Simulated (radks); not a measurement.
Spherical quantum dot in the effective-mass picture: electrons in a parabolic well V = omega^2 r^2 / 2 with omega = 3.71, with a point charge +1 (a donor) at the centre, all in effective atomic units (hartree* = m*/eps^2 hartree, bohr* = eps/m* bohr), one dielectric constant everywhere. Calculated with a radial shooting solver with Libxc functionals: non-relativistic Kohn-Sham, r2SCAN, spin-polarised, spherical densities, generalised Kohn-Sham scheme. Levels are named by radial order and angular momentum (1s, 1p, 1d, 2s, ...), and open shells are averaged over m. Results are scaled to m* = 0.219 and eps = 4.3, for which hartree* = 322.3 meV and bohr* = 1.039 nm. Each electron was tried in the lowest free levels, single moves between levels near the top were tried too, and the lowest total energy was kept; such a search can miss a lower state. At N = 1 the Hartree and exchange-correlation terms need not cancel, so that row can carry a self-interaction error.

| N | open shells | 2S | E (meV) | addition energy mu(N+1) - mu(N) (meV) | e(HOMO) (meV) | rms radius (nm) |
|---|---|---|---|---|---|---|
| 1 | 1s(up 1, down 0) | 1 | 1038.74 | 534.7 | 1224.8 | 0.5934 |
| 2 | none | 0 | 2612.15 | 1714 | 1751.9 | 0.6178 |
| 3 | 1p(up 1, down 0) | 1 | 5899.46 | 296.1 | 3431.8 | 0.7133 |
| 4 | 1p(up 2, down 0) | 2 | 9482.90 | 310.3 | 3737.3 | 0.7626 |
| 5 | 1p(up 3, down 0) | 3 | 13376.6 | 449.9 | 4050.8 | 0.7956 |
| 6 | 1p(up 3, down 1) | 2 | 17720.3 | 279.7 | 4480.6 | 0.8229 |
| 7 | 1p(up 3, down 2) | 1 | 22343.7 | 291.9 | 4768.1 | 0.8450 |
| 8 | none | 0 | 27258.9 | 1243 | 5063.1 | 0.8640 |
| 9 | 2s(up 1, down 0) | 1 | 33417.2 | 312.1 | 6282.9 | 0.8973 |
| 10 | none | 0 | 39887.6 | 314.8 | 6593.1 | 0.9253 |
| 11 | 1d(up 1, down 0) | 1 | 46672.9 | 248.2 | 6908.8 | 0.9495 |
| 12 | 1d(up 2, down 0) | 2 | 53706.3 | 235.2 | 7158.4 | 0.9706 |
| 13 | 1d(up 4, down 0) 2s(up 1, down 0) | 5 | 60974.9 | 252.5 | 7394.9 | 0.9893 |
| 14 | 1d(up 5, down 0) 2s(up 1, down 0) | 6 | 68496.0 | 291.2 | 7647.1 | 1.006 |
| 15 | 1d(up 5, down 0) | 5 | 76308.3 | 318.1 | 7928.6 | 1.022 |
| 16 | 1d(up 5, down 1) | 4 | 84438.6 | 234.8 | 8247.1 | 1.037 |
| 17 | 1d(up 5, down 2) | 3 | 92803.8 | 237.3 | 8483.6 | 1.051 |
| 18 | 1d(up 5, down 3) | 2 | 101406 | 238.0 | 8721.4 | 1.064 |
| 19 | 1d(up 5, down 4) | 1 | 110247 | 237.8 | 8959.4 | 1.077 |
| 20 | none | 0 | 119325 | 1133 | 9197.0 | 1.089 |
| 21 | 1f(up 1, down 0) | 1 | 129536 | 213.9 | 10318 | 1.105 |
| 22 | 1f(up 2, down 0) | 2 | 139961 | 214.5 | 10532 | 1.121 |
| 23 | 1f(up 3, down 0) | 3 | 150600 | - | 10747 | 1.135 |

All shells are closed at N = 2, 8, 10, 20 (there: 1s2 1p6 1d10 2s2); the second difference of the energy has clear peaks (12 % above both neighbours; the first and last values, which can be the largest, are not judged, and half-filled shells can peak too) at N = 2, 5, 8, 20.
